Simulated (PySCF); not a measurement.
Diphenyliodonium, C12H10I (cation, charge +1), SMILES c1ccc([I+]c2ccccc2)cc1, GFN2-xTB optimised geometry.

```
23

C      1.49    -3.20     2.95
C      0.67    -2.20     3.45
C     -0.24    -1.56     2.62
C     -0.28    -1.94     1.29
C      0.52    -2.94     0.77
C      1.42    -3.57     1.62
I     -1.67    -0.92    -0.02
C     -0.63     0.99     0.00
C      0.75     0.99     0.00
C      1.39     2.22     0.02
C      0.66     3.40     0.02
C     -0.72     3.36     0.01
C     -1.39     2.14     0.00
H      2.19    -3.70     3.61
H      0.72    -1.92     4.49
H     -0.89    -0.79     3.01
H      0.45    -3.22    -0.27
H      2.05    -4.35     1.23
H      1.32     0.07    -0.01
H      2.47     2.25     0.02
H      1.17     4.35     0.02
H     -1.30     4.27     0.01
H     -2.47     2.11    -0.01
```

Density from CAM-B3LYP/def2-SVP, def2 effective core potentials past Kr in PySCF 2.14.0 at that geometry. The core electrons that the potentials of I replace are not part of the density.

Minimum of the electron density along straight lines between bonded atoms, close to the bond critical point (lines longer than 1.1 times the sum of covalent radii, or with two minima, are not listed):

```
bond     length / Å  ρ at the minimum / e bohr⁻³  ∇²ρ there / e bohr⁻⁵  position (fraction from the first atom)
-------  ----------  ---------------------------  --------------------  ---------------------------------------
C1–C2         1.386                        0.315                 -0.83                                     0.50
C2–C3         1.386                        0.312                 -0.81                                     0.49
C3–C4         1.383                        0.313                 -0.81                                     0.48
C4–C5         1.382                        0.313                 -0.81                                     0.52
C1–C6         1.386                        0.315                 -0.83                                     0.50
C5–C6         1.387                        0.311                 -0.80                                     0.51
C4–I7         2.167                        0.114                 -0.09                                     0.45
I7–C8         2.177                        0.112                 -0.08                                     0.55
C8–C9         1.381                        0.313                 -0.81                                     0.52
C9–C10        1.387                        0.311                 -0.80                                     0.51
C10–C11       1.386                        0.315                 -0.83                                     0.50
C11–C12       1.385                        0.315                 -0.83                                     0.50
C8–C13        1.381                        0.313                 -0.81                                     0.52
C12–C13       1.387                        0.311                 -0.80                                     0.49
C1–H14        1.079                        0.288                 -1.15                                     0.65
C2–H15        1.079                        0.287                 -1.15                                     0.65
C3–H16        1.079                        0.286                 -1.14                                     0.65
C5–H17        1.079                        0.286                 -1.14                                     0.65
C6–H18        1.079                        0.287                 -1.15                                     0.65
C9–H19        1.079                        0.286                 -1.13                                     0.65
C10–H20       1.079                        0.287                 -1.14                                     0.65
C11–H21       1.079                        0.288                 -1.15                                     0.65
C12–H22       1.079                        0.287                 -1.15                                     0.65
C13–H23       1.079                        0.286                 -1.13                                     0.64
```
